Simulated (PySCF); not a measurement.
TcO₂, doublet: computed properties

Computed with UPBE0 in PySCF with Tc def2-TZVP with ECP28, O def2-TZVP; scalar-relativistic core potentials, no spin–orbit coupling; density-fitted integrals.

The structure is a higher-order saddle point with 2 imaginary modes (one degenerate set).

```xyz
3
charge 0 multiplicity 2, angstrom
Tc    0.0000    0.0000    0.0000
O     0.0000    0.0000    1.7046
O     0.0000    0.0000   -1.7046
```

| Property | Result |
| --- | --- |
| Point group | D∞h |
| Bond lengths | Tc–O 1.705 Å (×2) |
| Bond angles | O–Tc–O 180.0° |
| Atomisation energy without zero-point energy | 979 kJ/mol |
| Highest occupied level (β) | -7.59 eV |
| Dipole moment | 0.00 D |
| Principal quadrupole moments (Buckingham, traceless) about the centre of mass | -15.96, 7.98, 7.98 D Å |
| Zero-point energy (real modes) | 11.6 kJ/mol |
| Rotational constants | 0.1814 cm⁻¹ |
| Spin squared ⟨S²⟩ | 0.761 |
| Lowest empty level (α) | -4.40 eV |
| Principal polarisabilities | 23.8, 23.8, 59.0 bohr³ |

Harmonic modes (masses in u: Tc 98.907, O 15.995):
| symmetry | ω (cm⁻¹) | IR (km/mol, summed over degenerate members) | μ (u) | type |
| --- | --- | --- | --- | --- |
| πu | 235i | – | 20.12 | bend |
| σu+ | 927 | 661 | 20.12 | stretch |
| σg+ | 1016 | 0.0 | 15.99 | stretch |

In D∞h the vibrations span πu + σu+ + σg+. The σg+ mode carries no infrared intensity, as symmetry demands. With a centre of inversion only u modes can be infrared active and only g modes Raman active.

Charges (e):
```csv
atom,Mulliken,Löwdin,polar tensor,spin (Mulliken),Mayer order to Tc1
Tc1,1.23,0.72,2.17,1.19,–
"O2,3",-0.61,-0.36,-1.09,-0.09,1.78
```
Other Mayer orders above 0.3: O–O 0.37.

Mulliken populations on Tc1 (electrons outside its core potential): s 2.07, p 6.26, d 5.39, f 0.05.

Only a few start shapes were tried, so a lower isomer may exist. With open d or f shells other occupations or spin states may lie lower. At this level a quartet minimum of C2v symmetry lies 75 kJ/mol below this structure.

The final relaxation and frequency run took roughly 50 core-seconds on a shared host.
